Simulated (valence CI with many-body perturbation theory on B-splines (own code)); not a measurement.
## A CI+MBPT run for Sb XXXIX

Computed by relativistic CI+MBPT: three valence electrons over a frozen Dirac-Fock core [Ne], radial functions for each j: 6 s, 6 p, 5 d, 3 f, 1 g, with the one-electron correlation potential Σ1 (screened to all orders), the two-electron term Σ2, the three-electron term Σ3, Breit, model QED; selected single and double excitations, second order for the rest, scaled by the run's own slope (own B-spline code, finite nucleus).

Command, and the settings that its task file holds:

```sh
python run_cv.py task.json out
```

```
atom Sb  Z=51  mass_number=121  rms_radius_fm=4.6802
core [Ne]
valence 3s2 3p1
avg = 1
basis = S
breit = 1
cap = 10000
capref = 1200
cscale = 1
de = 0.0
dress = 0
eps = 2e-08
extrap = 1
h = 0.27
hh = 1
l2 = 3
lcore = 6
maxit = 60
n2 = 5
natural = 1
nlev = 21
nno = [3, 3, 3, 2, 1]
nroot = 26
nsp = [3, 3, 2, 1, 0]
pt2 = 1
qed = 1
rpa = 1
s1 = 1
s2 = 3
s3 = 1
screen = 1
tol = 2e-05
whole = 1
```

It took 7.9 s on 1 thread of Arm Neoverse V2, on a shared host.

Log. The first blocks belong to the next ion, which gives the ionisation energy. Fields: 2J, parity (1 odd), roots, reference size, generating configurations, candidates as configurations/state functions, variational space P, stored matrix elements, Davidson steps; e2 is the range of second-order energies in hartree. The first line gives the box (bohr), its intervals, the orbitals and the steps of their self-consistent field. Window is the range of levels sought, series limit the energy at which the first omitted orbital would enter, core excitation an estimate of the first excitation out of the core, left out the lowest levels not solved, and shifts from estimates the range by which levels moved from their first estimate, all in cm⁻¹.

```
rmax 2.2 intervals 56 orbitals 36 references ['3s2 3p', '3s 3p2', '3s2 3d', '3p3', '3s 3p 3d'] scf 3 t 0.6
2J=0 par=0 roots 2 ref 15 generators 4 cand 92/92 P 107/107 nnz 0 it 0
   second order: generators 7 cand 0/0 e2 -0.00000 -0.00000
reference levels 467, estimated 53, window 2628244 1/cm; series limit 14295608, core excitation 30062781
2J=1 par=1 roots 4 ref 37 generators 8 cand 40/72 P 1033/1535 nnz 0 it 3
2J=1 par=1 roots 4 ref 37 generators 10 cand 74/120 P 1107/1655 nnz 0 it 4
   second order: generators 13 cand 263/392 e2 -0.00000 -0.00000
2J=3 par=1 roots 7 ref 60 generators 13 cand 63/168 P 1225/2526 nnz 1.1e+06 it 3
2J=3 par=1 roots 7 ref 60 generators 14 cand 73/185 P 1298/2711 nnz 1.2e+06 it 4
   second order: generators 18 cand 533/1174 e2 -0.00000 -0.00000
2J=1 par=0 roots 4 ref 47 generators 9 cand 32/56 P 993/1475 nnz 0 it 3
2J=1 par=0 roots 4 ref 47 generators 10 cand 60/94 P 1053/1569 nnz 0 it 4
   second order: generators 13 cand 476/721 e2 -0.00000 -0.00000
2J=3 par=0 roots 5 ref 73 generators 11 cand 49/110 P 1173/2369 nnz 0 it 4
2J=3 par=0 roots 5 ref 73 generators 13 cand 72/182 P 1245/2551 nnz 1.1e+06 it 4
   second order: generators 17 cand 571/1325 e2 -0.00000 -0.00000
2J=5 par=0 roots 4 ref 71 generators 9 cand 43/107 P 1157/2462 nnz 0 it 3
2J=5 par=0 roots 4 ref 71 generators 12 cand 69/194 P 1226/2656 nnz 1.2e+06 it 3
   second order: generators 17 cand 630/1747 e2 -0.00001 -0.00000
2J=5 par=1 roots 5 ref 55 generators 8 cand 71/211 P 1202/2706 nnz 1.2e+06 it 3
2J=5 par=1 roots 5 ref 55 generators 11 cand 46/129 P 1248/2835 nnz 1.4e+06 it 4
   second order: generators 13 cand 368/924 e2 -0.00000 -0.00000
2J=7 par=1 roots 2 ref 36 generators 3 cand 54/153 P 993/2136 nnz 0 it 3
2J=7 par=1 roots 2 ref 36 generators 6 cand 72/200 P 1065/2336 nnz 0 it 3
   second order: generators 7 cand 135/320 e2 -0.00000 -0.00000
2J=9 par=1 roots 1 ref 14 generators 1 cand 132/310 P 639/1264 nnz 0 it 0
2J=9 par=1 roots 1 ref 14 generators 2 cand 95/198 P 734/1462 nnz 0 it 4
   second order: generators 4 cand 180/395 e2 -0.00000 -0.00000
left out: unestimated 3812686, estimated 2905994, shifts from estimates -0 to 0
operators 0.4
```

The Davidson iterations converged. The settings are bad on purpose, so the numbers may not be properties of the ion.

No measured spectrum was set against this ion. As an estimate, large intervals hold to a few tenths of a per cent, small ones and those within an open d or f shell to about a per cent.

* Valence energy: -307.7317 hartree
* Ionisation energy: 2654.7 eV (NIST: 2654 ± 4 eV (theoretical))
* Reference configurations for the orbitals: 3s2 3p, 3s 3p2, 3s2 3d, 3p3, 3s 3p 3d
* Radial orbitals: 36
* Box radius: 2.161 bohr
* Largest variational space: 2835
* Lowest levels: (3s^2 3p1/2) J=1/2 0.00, (3s^2 3p3/2) J=3/2 63.26, (3s 3p1/2^2) J=1/2 92.59, (3s 3p1/2 3p3/2) J=3/2 [a] 140.67, (3s 3p1/2 3p3/2) J=5/2 150.64, (3s 3p1/2 3p3/2) J=3/2 [b] 164.74, (3s 3p1/2 3p3/2) J=1/2 172.25, (3s 3p3/2^2) J=5/2 203.84, (3s^2 3d3/2) J=3/2 206.01, (3s^2 3d5/2) J=5/2 226.65, (3s 3p3/2^2) J=1/2 236.37, (3s 3p3/2^2) J=3/2 240.63, (3p1/2^2 3p3/2) J=3/2 259.81, (3s 3p1/2 3d3/2) J=3/2 [a] 273.91 eV

Levels are named by their leading jj configuration (3d3/2^4 stands for four electrons in 3d with j = 3/2), which in mixed levels can hold well under half, so a name can repeat and another be missing. Letters in brackets count levels of one name in rising energy.
